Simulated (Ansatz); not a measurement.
The cluster Si₂Sn₅. Total charge 0; singlet. Geometry PBE-D4/def2-SVP; atoms count from 1.

```xyz
7

Si    0.884    0.487    0.565
Si   -1.314    1.285    1.355
Sn   -0.428    2.281   -1.078
Sn    1.432    0.066   -2.112
Sn   -1.383   -0.702   -0.818
Sn    1.356   -2.161   -0.073
Sn   -0.548   -1.257    2.160
```

In the def2 sets Sn takes a core potential; there is no spin–orbit coupling. The structure comes from a short search, and lower isomers may exist.

(1) Estimate the Mulliken populations from the PBE0/def2-TZVP orbitals of Ansatz.

(2) And the Mayer bond orders between bonded heavy atoms (over 0.3)?

## Answers

(1) 
```
atom  charge (e)
 Si1       -0.22
 Si2       -0.16
 Sn3        0.13
 Sn4        0.06
 Sn5       -0.01
 Sn6        0.06
 Sn7        0.13
```
Mulliken values and Mayer orders depend strongly on the basis.

(2) Si1–Si2 0.78 (2.47 Å); Si1–Sn3 0.57 (2.76 Å); Si1–Sn4 0.63 (2.76 Å); Si1–Sn5 0.49 (2.91 Å); Si1–Sn6 0.63 (2.76 Å); Si1–Sn7 0.57 (2.76 Å); Si2–Sn3 0.64 (2.77 Å); Si2–Sn5 0.51 (2.95 Å); Si2–Sn7 0.64 (2.77 Å); Sn3–Sn4 0.56 (3.07 Å); Sn3–Sn5 0.48 (3.14 Å); Sn4–Sn5 0.47 (3.19 Å); Sn4–Sn6 0.62 (3.02 Å); Sn5–Sn6 0.47 (3.19 Å); Sn5–Sn7 0.48 (3.14 Å); Sn6–Sn7 0.56 (3.07 Å).
